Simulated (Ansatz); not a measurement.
## A relaxation, step by step

Si2NH9O, singlet, PBE0-D4/def2-TZVP (Ansatz 0.2.0). Settings:

```yaml
hamiltonian: {xc: pbe0, dispersion: d4}
relax: {f_tol: 0.005, max_steps: 200}
```

Start, a step off a saddle point along its unstable mode:

Si1  (-0.409, 0.654, -0.125)
O2  (0.969, 0.266, 1.155)
H3  (-1.197, 0.920, -1.446)
H4  (-0.653, 1.986, 0.487)
Si5  (-1.288, -1.370, 0.574)
H6  (1.711, 0.482, -0.306)
N7  (1.256, 0.571, -1.116)
H8  (1.114, 0.818, 1.921)
H9  (-2.598, -1.733, -0.040)
H10  (-0.311, -2.434, 0.196)
H11  (-1.431, -1.348, 2.048)
H12  (1.355, -0.231, -1.726)
H13  (1.484, 1.418, -1.622)
(Å)

| step | energy less the last (meV) | largest force component (eV/Å) |
| --- | --- | --- |
| 1 | 1416.8 | 5.003 |
| 6 | 673.3 | 0.354 |
| 11 | 118.5 | 0.528 |
| 16 | 61.3 | 0.147 |
| 21 | 57.8 | 0.009 |
| 26 | 57.5 | 0.014 |
| 31 | 57.3 | 0.016 |
| 36 | 56.8 | 0.006 |
| 41 | 56.1 | 0.059 |
| 46 (rejected trial) | 57.9 | 0.261 |
| 51 | 46.1 | 0.171 |
| 56 | 11.9 | 0.131 |
| 61 | 5.1 | 0.142 |
| 66 | 0.6 | 0.012 |
| 71 | 0.0 | 0.011 |
| 73 | 0.0 | 0.003 |

Step 61, positions (Å) and forces (eV/Å):

```csv
atom,x,y,z,Fx,Fy,Fz
Si1,-0.768,1.023,0.273,-0.024,0.025,0.012
O2,0.640,1.515,1.022,0.035,-0.027,-0.008
H3,-0.817,1.517,-1.129,-0.001,0.002,-0.001
H4,-1.874,1.725,1.005,-0.001,-0.002,-0.007
Si5,-1.096,-1.289,0.346,0.016,-0.008,0.010
H6,1.951,-1.128,-0.686,-0.051,0.080,-0.051
N7,1.473,-0.292,-1.007,0.121,0.012,-0.046
H8,0.511,2.156,1.722,-0.023,0.008,-0.004
H9,-2.369,-1.650,1.040,0.003,0.002,-0.003
H10,-1.166,-1.862,-1.026,-0.002,0.004,0.005
H11,0.008,-1.953,1.094,-0.005,0.002,-0.006
H12,1.529,-0.268,-2.020,-0.002,-0.002,0.142
H13,1.978,0.507,-0.635,-0.066,-0.095,-0.044
```

Last step (73):

```csv
atom,x (Å),y (Å),z (Å)
Si1,-0.8014,1.0309,0.2697
O2,0.6119,1.5136,1.0153
H3,-0.8473,1.5156,-1.1377
H4,-1.9112,1.7336,0.9909
Si5,-1.0802,-1.2868,0.3587
H6,1.9305,-1.2506,-0.9310
N7,1.4876,-0.3433,-1.0000
H8,0.5087,2.2563,1.6112
H9,-2.3340,-1.6533,1.0862
H10,-1.1826,-1.8660,-1.0069
H11,0.0459,-1.9282,1.0898
H12,1.5881,-0.0198,-1.9536
H13,1.9840,0.2980,-0.3926
```

The run took about 55 s on 8 CPU threads of an AMD EPYC 9R45 (shared host).
